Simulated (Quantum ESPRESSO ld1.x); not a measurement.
Question: Tc IV, configuration [Ar] 3d10 4s2 4p5 4d4 5d1 (not the ground configuration). Method: non-relativistic Kohn-Sham, LDA (Slater exchange, VWN5 correlation), spin-unpolarised, spherical densities, point nucleus; relativity is left out, which matters for an element this heavy; computed with ld1.x of Quantum ESPRESSO 7.5. Some entries of the table are withheld. Estimate them.

orbital  occ.  eigenvalue (eV)  <1/r> (bohr^-1)
1s          2         -20336.1            42.44
2s          2         -2888.00            9.584
2p          6         -2671.57            9.586
3s          2              (1)            3.341
3p          6         -451.395            3.254
3d         10         -296.243            3.084
4s          2         -108.798            1.279
4p          5         -83.4901            1.174
4d          4         -43.3634           0.9225
5s          0         -31.3301           0.5147
5p          0              (2)           0.4514
5d          1         -15.8714           0.3402
4f          0         -13.1955           0.3704
6d          0          -8.2838           0.1981

Answer: 
(1) 3s eigenvalue (eV): -535.563
(2) 5p eigenvalue (eV): -24.9412
